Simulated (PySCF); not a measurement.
Si(Cl)(Br)(OH)(NH2), SMILES Cl[Si](Br)(O)N (H3BrClNOSi) at its CAM-B3LYP/def2-SVP optimised geometry (Å):

```
8

N     -1.1392    -1.9647     1.3594
Si    -0.6790    -1.0503     0.0000
O     -1.2982    -1.6711    -1.3864
Cl     1.3795    -1.0503     0.0000
Br    -1.3795     1.0503     0.0000
H     -2.1190    -2.0608     1.6066
H     -0.5375    -1.9944     2.1753
H     -1.1636    -2.6165    -1.5238
```

Computed with CAM-B3LYP/def2-TZVP in PySCF 2.14.0. Cells within 0.4 Å of a nucleus heavier than hydrogen are left out (blank, or x).

Map of the Laplacian of the electron density (e/bohr⁵), clipped to [-1.50, 1.50] on the plane z = 0.0 Å:

```
|22222222222222222222222222222|
|22222222222222222222222222222|
|22222222222222222222222222222|
|22222222222222222222222222222|
|22222333333332222222222222222|
|22223333333333222222222222222|
|22233333333333322222222222222|
|22233333663333322222222222222|
|22333339999333332222222222222|
|22333299xx9923332222222222222|
|2233329xxxx923332222222222222|
|22333279xx9733332222222222222|
|22333329999233333333333222222|
|22233332222233333333333322222|
|22233333222223333333333332222|
|22223333222333333332233333222|
|22222333239995333202102333222|
|22222333389xx942209xx91333222|
|2222233339xxx96220xxxx0333322|
|2222233339xxx952209xx90333322|
|22222333359999323119902333222|
|22222333334553333320023333222|
|22222333333333333333333332222|
|22222233333333333333333332222|
|22222223333333333333333222222|
|22222222333332222222222222222|
|22222222222222222222222222222|
|22222222222222222222222222222|
|22222222222222222222222222222|
```
Scale: ten equal steps from -0.618 (start of '0') to 1.50 (end of '9'), in the order '0123456789'; x runs from -3.50 to 3.50, y from -3.50 (bottom) to 3.50 (top).
